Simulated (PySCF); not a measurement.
System: SnI₄, charge 0, multiplicity 1. 
Geometry from a B3LYP-D3(BJ)/def2-TZVP (Ansatz) optimisation:
SMILES: [I][Sn]([I])([I])[I]
```xyz
5

I     -1.5854    -0.6112    -2.0877
Sn     0.0000     0.0000     0.0000
I      0.5479     2.6352    -0.0307
I      2.2948    -1.3957    -0.1772
I     -1.2573    -0.6283     2.2956
```
Charge 0, spin multiplicity 1.

Dispersion corrections to the total energy (kcal/mol) from the dftd3 and dftd4 libraries through PySCF: D3(BJ) without and D4 with the three-body term, each with the damping fitted for the functional named.

```
functional      D3(BJ)          D4
----------  ----------  ----------
HF              -44.92      -20.39
PW6B95           -8.50  (withheld)
HSE06            -8.77       -7.79
TPSSh           -10.64  (withheld)
TPSS            -10.76      -11.63
PBE         (withheld)       -8.75
CAM-B3LYP       -10.07       -8.77
```

Q: Complete the blanks.

A: 
- PW6B95, D4: -2.46
- TPSSh, D4: -10.56
- PBE, D3(BJ): -7.37
